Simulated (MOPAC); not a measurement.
Job for MOPAC: PM3 on C2H9NO (a complex).

```
PM3 1SCF PRECISE CHARGE=0 THREADS=1
C2H9NO

N      0.49795289 1    -0.02044772 1     0.16661701 1
H     -0.03699486 1     0.56946930 1    -0.46040895 1
H      0.69134597 1    -0.88317748 1    -0.32899564 1
H     -0.09862455 1    -0.24790276 1     0.95762319 1
C     -0.34221006 1     1.16481644 1     3.31257389 1
O     -0.46723114 1    -0.23106522 1     3.11918844 1
C      0.69899959 1    -0.93017674 1     3.50976685 1
H      0.47807355 1     1.57428269 1     2.71180037 1
H     -0.16401729 1     1.40204158 1     4.36882432 1
H     -1.28042721 1     1.62094433 1     2.99977973 1
H      1.56534744 1    -0.61403474 1     2.91731768 1
H      0.51396744 1    -1.98997870 1     3.34029652 1
H      0.91660564 1    -0.77081953 1     4.57324192 1
```

Program output:

```
*******************************************************************************
 **                                                                           **
 **                              MOPAC v23.2.5                                **
 **                                                                           **
 *******************************************************************************
 ** MOPAC's Digital Object Identifier: https://doi.org/10.5281/zenodo.6511958 **
 **                                                                           **
 ** Please cite the open-source release paper for use of this MOPAC version:  **
 ** J. E. Moussa and J. J. P. Stewart (2026)                                  **
 ** MOPAC: An open-source semiempirical molecular orbital program             **
 ** J. Open Source Softw., 11(119), 8025, https://doi.org/10.21105/joss.08025 **
 *******************************************************************************

                              PM3 CALCULATION RESULTS

 *******************************************************************************
 *  PM3        - The PM3 Hamiltonian to be used
 *
 *
 *
 *                 CHARGE ON SYSTEM = 0
 *
 *
 *
 *  PRECISE    - TIGHTER CRITERIA TO BE USED
 *  1SCF       - DO 1 SCF AND THEN STOP
 *  THREADS=1  - MULTI-THREADING NOT USED
 *  T=         - A TIME OF 172800.0 SECONDS REQUESTED
 *  DUMP=N     - RESTART FILE WRITTEN EVERY 7200.0 SECONDS REQUESTED
 *******************************************************************************
PM3 1SCF PRECISE CHARGE=0 THREADS=1
 C2H9NO

   ATOM   CHEMICAL          X               Y               Z
  NUMBER   SYMBOL      (ANGSTROMS)     (ANGSTROMS)     (ANGSTROMS)

     1       N          0.49795289  *  -0.02044772  *   0.16661701  *
     2       H         -0.03699486  *   0.56946930  *  -0.46040895  *
     3       H          0.69134597  *  -0.88317748  *  -0.32899564  *
     4       H         -0.09862455  *  -0.24790276  *   0.95762319  *
     5       C         -0.34221006  *   1.16481644  *   3.31257389  *
     6       O         -0.46723114  *  -0.23106522  *   3.11918844  *
     7       C          0.69899959  *  -0.93017674  *   3.50976685  *
     8       H          0.47807355  *   1.57428269  *   2.71180037  *
     9       H         -0.16401729  *   1.40204158  *   4.36882432  *
    10       H         -1.28042721  *   1.62094433  *   2.99977973  *
    11       H          1.56534744  *  -0.61403474  *   2.91731768  *
    12       H          0.51396744  *  -1.98997870  *   3.34029652  *
    13       H          0.91660564  *  -0.77081953  *   4.57324192  *



          CARTESIAN COORDINATES

    NO.       ATOM           X           Y           Z

     1         N          0.4980     -0.0204      0.1666
     2         H         -0.0370      0.5695     -0.4604
     3         H          0.6913     -0.8832     -0.3290
     4         H         -0.0986     -0.2479      0.9576
     5         C         -0.3422      1.1648      3.3126
     6         O         -0.4672     -0.2311      3.1192
     7         C          0.6990     -0.9302      3.5098
     8         H          0.4781      1.5743      2.7118
     9         H         -0.1640      1.4020      4.3688
    10         H         -1.2804      1.6209      2.9998
    11         H          1.5653     -0.6140      2.9173
    12         H          0.5140     -1.9900      3.3403
    13         H          0.9166     -0.7708      4.5732

  H: (PM3): J. J. P. STEWART, J. COMP. CHEM. 10, 209 (1989).
  C: (PM3): J. J. P. STEWART, J. COMP. CHEM. 10, 209 (1989).
  N: (PM3): J. J. P. STEWART, J. COMP. CHEM. 10, 209 (1989).
  O: (PM3): J. J. P. STEWART, J. COMP. CHEM. 10, 209 (1989).

           Empirical Formula: C2 H9 N O  =    13 atoms



      MOLECULAR POINT GROUP   :   Cs


      RHF CALCULATION, NO. OF DOUBLY OCCUPIED LEVELS = 14


 -------------------------------------------------------------------------------
 PM3 1SCF PRECISE CHARGE=0 THREADS=1
 C2H9NO



     1SCF WAS SPECIFIED, SO BFGS WAS NOT USED
     SCF FIELD WAS ACHIEVED


                              PM3 CALCULATION
                                                       MOPAC v23.2.5 Linux




          FINAL HEAT OF FORMATION =        -49.55655 KCAL/MOL =    -207.34461 KJ/MOL


          COSMO AREA              =        119.25 SQUARE ANGSTROMS
          COSMO VOLUME            =        102.87 CUBIC ANGSTROMS

          IONIZATION POTENTIAL    =          9.586095 EV
          HOMO LUMO ENERGIES (EV) =         -9.586  3.053
          NO. OF FILLED LEVELS    =         14
          MOLECULAR WEIGHT        =         63.0992         POINT GROUP:  Cs

          MOLECULAR DIMENSIONS (Angstroms)

            Atom       Atom       Distance
            H    13    H     2     5.29560
            H    10    H     3     4.06294
            H     8    H    12     2.13414


          SCF CALCULATIONS        =          1





   ATOM   CHEMICAL          X               Y               Z
  NUMBER   SYMBOL      (ANGSTROMS)     (ANGSTROMS)     (ANGSTROMS)

     1       N          0.49795289  *  -0.02044772  *   0.16661701  *
     2       H         -0.03699486  *   0.56946930  *  -0.46040895  *
     3       H          0.69134597  *  -0.88317748  *  -0.32899564  *
     4       H         -0.09862455  *  -0.24790276  *   0.95762319  *
     5       C         -0.34221006  *   1.16481644  *   3.31257389  *
     6       O         -0.46723114  *  -0.23106522  *   3.11918844  *
     7       C          0.69899959  *  -0.93017674  *   3.50976685  *
     8       H          0.47807355  *   1.57428269  *   2.71180037  *
     9       H         -0.16401729  *   1.40204158  *   4.36882432  *
    10       H         -1.28042721  *   1.62094433  *   2.99977973  *
    11       H          1.56534744  *  -0.61403474  *   2.91731768  *
    12       H          0.51396744  *  -1.98997870  *   3.34029652  *
    13       H          0.91660564  *  -0.77081953  *   4.57324192  *

                             CARTESIAN COORDINATES

   1    N        0.497952890    -0.020447720     0.166617010
   2    H       -0.036994860     0.569469300    -0.460408950
   3    H        0.691345970    -0.883177480    -0.328995640
   4    H       -0.098624550    -0.247902760     0.957623190
   5    C       -0.342210060     1.164816440     3.312573890
   6    O       -0.467231140    -0.231065220     3.119188440
   7    C        0.698999590    -0.930176740     3.509766850
   8    H        0.478073550     1.574282690     2.711800370
   9    H       -0.164017290     1.402041580     4.368824320
  10    H       -1.280427210     1.620944330     2.999779730
  11    H        1.565347440    -0.614034740     2.917317680
  12    H        0.513967440    -1.989978700     3.340296520
  13    H        0.916605640    -0.770819530     4.573241920


           Empirical Formula: C2 H9 N O  =    13 atoms



      MOLECULAR POINT GROUP   :   Cs


                  EIGENVALUES
 -38.75069 -28.40424 -28.00282 -25.62278 -16.93317 -16.83581 -16.57560 -14.82036
 -14.48513 -13.34013 -12.91260 -12.63266 -10.74822  -9.58610   3.05308   3.47743
   3.74112   4.04109   4.27288   4.29109   4.37664   4.46378   5.38907   5.51055
   5.81399


              NET ATOMIC CHARGES AND DIPOLE CONTRIBUTIONS

  ATOM NO.   TYPE          CHARGE      No. of ELECS.   s-Pop       p-Pop
    1          N          -0.033421        5.0334     1.44216     3.59126
    2          H          -0.000648        1.0006     1.00065
    3          H          -0.000645        1.0006     1.00065
    4          H           0.028133        0.9719     0.97187
    5          C           0.049621        3.9504     1.13316     2.81722
    6          O          -0.266923        6.2669     1.85303     4.41389
    7          C           0.049698        3.9503     1.13314     2.81717
    8          H           0.028295        0.9717     0.97171
    9          H           0.016691        0.9833     0.98331
   10          H           0.042178        0.9578     0.95782
   11          H           0.028152        0.9718     0.97185
   12          H           0.042175        0.9578     0.95782
   13          H           0.016694        0.9833     0.98331
 DIPOLE           X         Y         Z       TOTAL
 POINT-CHG.     0.771     0.429     0.498     1.013
 HYBRID        -1.001    -0.532    -0.328     1.180
 SUM           -0.230    -0.103     0.169     0.304


          ATOMIC ORBITAL ELECTRON POPULATIONS

     Atom    s        px        py        pz
    1  N   1.44216   1.43731   1.10841   1.04553
    2  H   1.00065
    3  H   1.00065
    4  H   0.97187
    5  C   1.13316   0.99878   0.83669   0.98175
    6  O   1.85303   1.37037   1.17914   1.86438
    7  C   1.13314   0.89159   0.95320   0.97238
    8  H   0.97171
    9  H   0.98331
   10  H   0.95782
   11  H   0.97185
   12  H   0.95782
   13  H   0.98331

 **********************
 *                    *
 * JOB ENDED NORMALLY *
 *                    *
 **********************




 == MOPAC DONE ==
```

The run finished.

Cost: very roughly 0.03 core-seconds.
